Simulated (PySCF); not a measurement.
Computed shifts of a molecule C2H10Si2, PBE/pcSseg-1 in PySCF, GIAO, gas phase, atoms alike by connectivity averaged where their shifts nearly agree, in ppm (number of nuclei): ²⁹Si: -40.5 (1), -109.7 (1). ¹³C: -1.6 (2). ¹H: 4.66 (1), 3.72 (3), 0.61 (6). References: ²⁹Si against TMS (σ = 335.4 ppm); ¹³C against TMS (σ = 182.0 ppm); ¹H against TMS (σ = 31.49 ppm), references at their B3LYP-D3(BJ)/def2-TZVP geometries, non-relativistic. The structure is a stationary point at r2SCAN-D4/def2-SVP. One conformer was computed; it need not be the lowest.

Task: Identify the compound among the candidates.
(A) C[SiH2]C[SiH3]
(B) CC[SiH2][SiH3]
(C) C[SiH](C)[SiH3]
(D) CC([SiH3])[SiH3]

Result: C, C[SiH](C)[SiH3]
